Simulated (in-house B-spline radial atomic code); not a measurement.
# How G0W0 and RPA depend on the start: Kr⁶⁺

Configuration [Ar] 3d10 4s2. Computed with a B-spline radial code for spherical atoms: all electrons, non-relativistic, point nucleus, each spin shell either full or empty, empty states to l = 9 with an (l + 1/2)⁻⁴ tail; G0W0 by contour deformation at full frequency.

```tsv
start	mean-field 4s (eV)	G0W0 (eV)	QP weight	RPA correlation (Eh)
Hartree-Fock	-105.58	-107.73	0.978	-2.1093
LDA VWN5	-101.23	-108.29	0.963	-2.2956
PBE	-100.71	?	?	?
PBE0	-102.18	-108.08	0.968	-2.2405
r2SCAN	-100.97	-108.17	0.965	-2.2599
HSE06	-101.96	-108.12	0.967	-2.2447
B3LYP (VWN-RPA)	-102.24	-108.14	0.967	-2.2518
SCAN	-101.15	?	?	?
TPSS	-100.56	-108.23	0.964	-2.2827
BHandHLYP	-103.79	-107.97	0.972	-2.1945
CAM-B3LYP	-104.12	-108.06	0.971	-2.2328
LC-wPBE	-105.62	-108.02	0.974	-2.2369
wB97X	-105.18	-107.98	0.974	-2.2247
PBEsol	-100.71	-108.24	0.964	-2.2929
BLYP	-100.88	-108.25	0.963	-2.293
r2SCAN0	-102.41	-108.05	0.969	-2.2191
LDA exchange-only	-99.61	-108.31	0.964	-2.2956
```

(1) What G0W0 level, weight and RPA correlation energy follow from the PBE start?

(2) What G0W0 level, weight and RPA correlation energy follow from the SCAN start?

(3) How much of the dependence on the start does G0W0 remove?

Results:

(1) G0W0 level -108.22 eV, weight 0.964, RPA correlation -2.2916 hartree.

(2) G0W0 level -108.17 eV, weight 0.965, RPA correlation -2.2588 hartree.

(3) The mean-field levels span 6.01 eV and the G0W0 levels 0.571 eV. Against 109.13 ± 0.05 eV (NIST, tabulated theory) the G0W0 removal energies are off by -1.40 to -0.82 eV, with relativity, Breit and QED terms left out.
